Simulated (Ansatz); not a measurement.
Job for Ansatz (an electronic-structure program): U-wB97X-V/def2-TZVPP on H6N3Si (SMILES N[Si](N)N).

Ansatz 0.2 input:
```yaml
crystal:
  periodic: [false, false, false]
  atoms:
    - {symbol: N, position_ang: [-1.08607485, 1.12321921, -0.40985810]}
    - {symbol: Si, position_ang: [-0.38371563, -0.40887954, -0.01105786]}
    - {symbol: N, position_ang: [0.89040651, -0.71195291, -1.14438554]}
    - {symbol: N, position_ang: [0.33451360, -0.26334000, 1.55821865]}
    - {symbol: H, position_ang: [-0.80537068, 1.56262690, -1.27438436]}
    - {symbol: H, position_ang: [-2.05018438, 1.32057574, -0.19175935]}
    - {symbol: H, position_ang: [0.71328118, -1.22454538, -1.99403080]}
    - {symbol: H, position_ang: [1.81187303, -0.90658506, -0.78065934]}
    - {symbol: H, position_ang: [0.42566465, -1.06694274, 2.15982707]}
    - {symbol: H, position_ang: [0.14970656, 0.57592379, 2.08808963]}
basis:
  gaussian:
    orbitals: def2-TZVPP
hamiltonian:
  xc: {name: wB97X-V}
magnetization: {spin_polarized: true, initial_magnetization: 1}
```

Output:

```
WARN ansatz: RAYON_NUM_THREADS=4 ignored (pool sized by the plan → 4); use --threads N
Functional definition: wB97X-V
integrals: 0.17 GiB planned
1110 factors; their error is unknown
integrals: 0.21 GiB planned
268 factors; integrals over basis functions are off by at most 6.3e-6 eV
mean field: 1.99 GiB planned
mean field evaluation 1: about -12435.5856 eV, gradient 5.4e1 eV
mean field evaluation 2: about -12436.8260 eV, gradient 5.0e1 eV
mean field evaluation 4: about -12446.2036 eV, gradient 6.5e-1 eV
mean field evaluation 8: about -12446.2240 eV, gradient 2.0e-1 eV
mean field evaluation 16: about -12446.2242 eV, gradient 6.5e-5 eV
mean field -12446.22418220 eV, -457.3903023422 hartree, gradient 6.5e-5 eV, S^2 0.752980; 0 other end points of the search recorded, 0 dependent functions left out
reference -12446.22418072 eV, -457.3903022876 hartree; 21, 20 occupied and 198, 199 virtual orbitals, 1110 factors
Total energy: -12446.22418072 eV, -457.3903022876 hartree
```

The run converged.

Cost: about 16 core-seconds (a rough figure).
